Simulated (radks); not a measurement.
Ionisation of neutral potassium, [Ar] 4s1, to [Ar] as the strength of local exchange is varied. Calculated with a radial shooting solver on a logarithmic mesh with Libxc functionals: Dirac Kohn-Sham, Slater X-alpha exchange (alpha = 2/3 is LDA exchange), no correlation, spin-unpolarised, spherical densities, finite nucleus; Fermi nuclear charge, rms radius 3.4349 fm.

alpha,E(K) (hartree),exchange (hartree),IE (eV),-e of the level emptied (eV),<r> of it (bohr)
0.591,-595.63865,-26.69394,3.475,1.539 (4s1/2),5.363
0.617,-596.81400,-27.91530,3.558,1.614 (4s1/2),5.296
0.667,-599.07984,-30.27517,3.722,1.763 (4s1/2),5.172
0.726,-601.76295,-33.07855,3.919,1.946 (4s1/2),5.035
0.907,-610.05769,-41.80518,4.556,2.553 (4s1/2),4.665
0.987,-613.75437,-45.72291,4.852,2.843 (4s1/2),4.522

NIST Atomic Spectra Database: 4.341 eV (measured). The Delta-SCF value meets it near alpha = 0.85. Spin polarisation and multiplet splitting are left out, so open shells lie too high by an amount that depends on their filling.

Beside tabulated values, note that spin-unpolarised runs miss the spin-polarisation part of the exchange energy of open shells.
